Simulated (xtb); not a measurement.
C3H9ClSi, charge +1, doublet, from a rough starting geometry (a state made from the parent by changing its charge; the spin is typed, not shown lowest); GFN2-xTB (xtb).

xtb was given this input:
```
$ xtb mol.xyz --gfn 2 --chrg 1 --uhf 1 --opt vtight --json

# file mol.xyz
14

C     -0.69905209     1.56810164    -0.36863556
Si     0.18412142     0.11966612     0.42390957
C      1.62733636    -0.35523228    -0.69270677
C     -1.02335793    -1.37492962     0.67528158
Cl     0.94220064     0.67686741     2.17258103
H     -1.17054610     1.36174903    -1.37773887
H     -1.56916129     1.91562535     0.27414422
H     -0.09183333     2.42116696    -0.51905149
H      2.13531296    -1.22474314    -0.25278144
H      1.29879952    -0.69655875    -1.64296629
H      2.33169952     0.38942761    -0.82728511
H     -1.44237180    -1.66662879    -0.22047749
H     -1.86954271    -1.08110838     1.33247705
H     -0.51898403    -2.19189770     1.13071060
```

What the program printed (banner, timings and long lists left out):

```
   ID    Z sym.   atoms
    1    6 C      1, 3, 4
    2   14 Si     2
    3   17 Cl     5
    4    1 H      6-14

           -------------------------------------------------
          |                Calculation Setup                |
           -------------------------------------------------

           -------------------------------------------------
          |                 G F N 2 - x T B                 |
           -------------------------------------------------

          ...................................................
          :                      SETUP                      :
          :.................................................:
          :  # basis functions                  41          :
          :  # atomic orbitals                  39          :
          :  # shells                           21          :
          :  # electrons                        31          :
          :  max. iterations                   250          :
          :  Hamiltonian                  GFN2-xTB          :
          :  restarted?                      false          :
          :  GBSA solvation                  false          :
          :  PC potential                    false          :
          :  electronic temp.          300.0000000     K    :
          :  accuracy                    1.0000000          :
          :  -> integral cutoff          0.2500000E+02      :
          :  -> integral neglect         0.1000000E-07      :
          :  -> SCF convergence          0.1000000E-05 Eh   :
          :  -> wf. convergence          0.1000000E-03 e    :
          :  Broyden damping             0.4000000          :
          :  net charge                          1          :
          :  unpaired electrons                  1          :
          ...................................................

 iter      E             dE          RMSdq      gap      omega  full diag
   1    -16.9052782 -0.169053E+02  0.374E+00    7.88       0.0  T
   2    -16.9864958 -0.812175E-01  0.236E+00    6.33       1.0  T
   3    -16.9964089 -0.991313E-02  0.195E+00    6.96       1.0  T
   4    -17.0036289 -0.721998E-02  0.155E+00    6.88       1.0  T
   5    -17.0184791 -0.148502E-01  0.901E-01    6.72       1.0  T
   6    -17.0231950 -0.471592E-02  0.634E-01    6.77       1.0  T
   7    -17.0261157 -0.292074E-02  0.353E-01    6.83       1.0  T
   8    -17.0263339 -0.218140E-03  0.317E-01    6.82       1.0  T
[...]
 * total energy  :   -16.8237632 Eh     change        0.2956021E-04 Eh
 * total energy  :   -16.8242284 Eh     change       -0.4651027E-03 Eh
 * total energy  :   -16.8242991 Eh     change       -0.7075461E-04 Eh
 * total energy  :   -16.8243329 Eh     change       -0.3382218E-04 Eh
 * total energy  :   -16.8243409 Eh     change       -0.7972094E-05 Eh
 * total energy  :   -16.8243433 Eh     change       -0.2362281E-05 Eh
 * total energy  :   -16.8243444 Eh     change       -0.1184674E-05 Eh
 * total energy  :   -16.8243455 Eh     change       -0.1005112E-05 Eh
 * total energy  :   -16.8243462 Eh     change       -0.7873401E-06 Eh
 * total energy  :   -16.8243467 Eh     change       -0.4474128E-06 Eh
 * total energy  :   -16.8243469 Eh     change       -0.1722165E-06 Eh
 * total energy  :   -16.8243469 Eh     change       -0.8229218E-07 Eh
   *** GEOMETRY OPTIMIZATION CONVERGED AFTER 20 ITERATIONS ***
         :: total energy             -16.824346940684 Eh    ::
[...]

 Mol. C6AA /au·bohr⁶  :       2154.453782
 Mol. C8AA /au·bohr⁸  :      72520.880550
 Mol. α(0) /au        :         75.007670

Wiberg/Mayer (AO) data.
largest (>0.10) Wiberg bond orders for each atom

 ---------------------------------------------------------------------------
     #   Z sym  total        # sym  WBO       # sym  WBO       # sym  WBO
 ---------------------------------------------------------------------------
     1   6 C    3.981 --     2 Si   0.989     6 H    0.956     7 H    0.944
                             8 H    0.944
     2  14 Si   3.779 --     5 Cl   1.241     1 C    0.989     4 C    0.698
                             3 C    0.697
     3   6 C    3.867 --    10 H    0.972     9 H    0.968    11 H    0.962
                             2 Si   0.697     4 C    0.110
     4   6 C    3.868 --    12 H    0.972    14 H    0.967    13 H    0.961
                             2 Si   0.698     3 C    0.110
     5  17 Cl   1.519 --     2 Si   1.241
     6   1 H    0.988 --     1 C    0.956
     7   1 H    0.987 --     1 C    0.944
     8   1 H    0.987 --     1 C    0.944
     9   1 H    0.986 --     3 C    0.968
    10   1 H    0.987 --     3 C    0.972
    11   1 H    0.987 --     3 C    0.962
    12   1 H    0.987 --     4 C    0.972
    13   1 H    0.987 --     4 C    0.961
    14   1 H    0.986 --     4 C    0.967
 ---------------------------------------------------------------------------

Topologies differ in total number of bonds
Writing topology from bond orders to xtbtopo.mol

molecular dipole:
                 x           y           z       tot (Debye)
 q only:        0.065      -0.045       0.088
   full:        0.270       0.007       0.518       1.485
molecular quadrupole (traceless):
                xx          xy          yy          xz          yz          zz
 q only:        0.741      -1.086       2.435      -1.872      -1.364      -3.176
  q+dip:       -0.455      -0.816       1.128       0.167      -0.274      -0.672
   full:        0.302       0.060       0.562      -0.840      -0.025      -0.864

optimized geometry written to: xtbopt.xyz

           -------------------------------------------------
          | TOTAL ENERGY              -16.824346940684 Eh   |
          | GRADIENT NORM               0.000062852129 Eh/α |
          | HOMO-LUMO GAP               6.245355790642 eV   |
           -------------------------------------------------

normal termination of xtb
```
